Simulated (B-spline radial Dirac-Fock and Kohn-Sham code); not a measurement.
# Magnetic form factor of the 4f shell of Pb²⁶⁺

System: the Pb²⁶⁺ ion in the configuration [Kr] 4d10 4f10.

The run's input, task.json:

```json
{"items": [{
  "Z": 82,
  "q": 26,
  "cfg": [[1, 0, 2], [2, 0, 2], [2, 1, 6], [3, 0, 2], [3, 1, 6], [3, 2, 10], [4, 0, 2], [4, 1, 6], [4, 2, 10], [4, 3, 10]],
  "A": 208,
  "rrms": 5.5012,
  "do": ["scatter"],
  "s": [0.0, 0.05, 0.1, 0.15, 0.2, 0.25, 0.3, 0.35, 0.4, 0.45, 0.5, 0.6, 0.7, 0.8, 0.9, 1.0, 1.1, 1.2, 1.4, 1.6, 1.8, 2.0, 2.5, 3.0, 3.5, 4.0, 5.0, 6.0],
  "pz": [0, 0.1, 0.2, 0.3, 0.4, 0.5, 0.6, 0.8, 1.0, 1.2, 1.4, 1.6, 1.8, 2.0, 2.5, 3.0, 4.0, 5.0, 7.0, 10.0, 15.0, 20.0, 30.0, 40.0, 60.0, 100.0],
  "hv_scatter": [1000, 5000, 8047.8, 10000, 17479.3, 20000, 50000, 100000]
}]}
```

Command: `python xray_run.py task.json out`

The computed values come from a radial atomic solver: Dirac-Fock orbitals of the configuration average with a finite nucleus. ⟨j_K⟩ is the integral of the 4f radial density with the spherical Bessel function j_K(4πsr), s = sin θ/λ.

Hund's rules give S = 2, L = 6, J = 8 for 4f10, so g = 1.250, and the dipole approximation is F = ⟨j0⟩ + C₂⟨j2⟩ with C₂ = (2 − g)/g = 0.600.

| s (Å⁻¹) | ⟨j0⟩ | ⟨j2⟩ | ⟨j4⟩ | ⟨j6⟩ | F (dipole) |
| --- | --- | --- | --- | --- | --- |
| 0 | 1.0000 | 0.0000 | 0.0000 | 0.0000 | 1.0000 |
| 0.05 | 0.9965 | 0.0014 | 0.0000 | 0.0000 | 0.9974 |
| 0.1 | 0.9861 | 0.0055 | 0.0000 | 0.0000 | 0.9895 |
| 0.15 | 0.9691 | 0.0123 | 0.0001 | 0.0000 | 0.9765 |
| 0.2 | 0.9457 | 0.0214 | 0.0002 | 0.0000 | 0.9586 |
| 0.25 | 0.9165 | 0.0328 | 0.0005 | 0.0000 | 0.9362 |
| 0.3 | 0.8821 | 0.0459 | 0.0009 | 0.0000 | 0.9096 |
| 0.35 | 0.8430 | 0.0605 | 0.0017 | 0.0000 | 0.8793 |
| 0.4 | 0.8001 | 0.0761 | 0.0027 | 0.0001 | 0.8458 |
| 0.45 | 0.7541 | 0.0925 | 0.0042 | 0.0001 | 0.8096 |
| 0.5 | 0.7057 | 0.1090 | 0.0062 | 0.0002 | 0.7711 |
| 0.6 | 0.6051 | 0.1413 | 0.0115 | 0.0006 | 0.6899 |
| 0.7 | 0.5040 | 0.1704 | 0.0190 | 0.0014 | 0.6062 |
| 0.8 | 0.4073 | 0.1940 | 0.0284 | 0.0027 | 0.5237 |
| 0.9 | 0.3184 | 0.2112 | 0.0393 | 0.0047 | 0.4451 |
| 1 | 0.2398 | 0.2213 | 0.0511 | 0.0074 | 0.3726 |
| 1.1 | 0.1726 | 0.2246 | 0.0632 | 0.0110 | 0.3074 |
| 1.2 | 0.1170 | 0.2218 | 0.0749 | 0.0154 | 0.2501 |
| 1.4 | 0.0376 | 0.2024 | 0.0946 | 0.0260 | 0.1590 |
| 1.6 | -0.0074 | 0.1720 | 0.1075 | 0.0378 | 0.0958 |

Radial moments of the shell: ⟨r²⟩ = 0.1893, ⟨r⁴⟩ = 0.06048, ⟨r⁶⟩ = 0.02950 in powers of bohr.
